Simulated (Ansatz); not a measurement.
`[CH3][Sn]([F])([F])[F]`, charge 0, multiplicity 1.

Task: Give a relaxed structure at PBE0-D4/def2-TZVP (Ansatz). (Estimate.)

Result: The calculation gave: 
Z-matrix (Å, degrees):
```
C
Sn 1 2.102
H 1 1.088 2 108.4
H 1 1.088 2 108.5 3 120.0
H 1 1.089 2 108.5 3 -120.0
F 2 1.898 1 114.2 3 179.3
F 2 1.898 1 114.3 3 -60.7
F 2 1.898 1 114.2 3 59.4
```
Point group C3v.
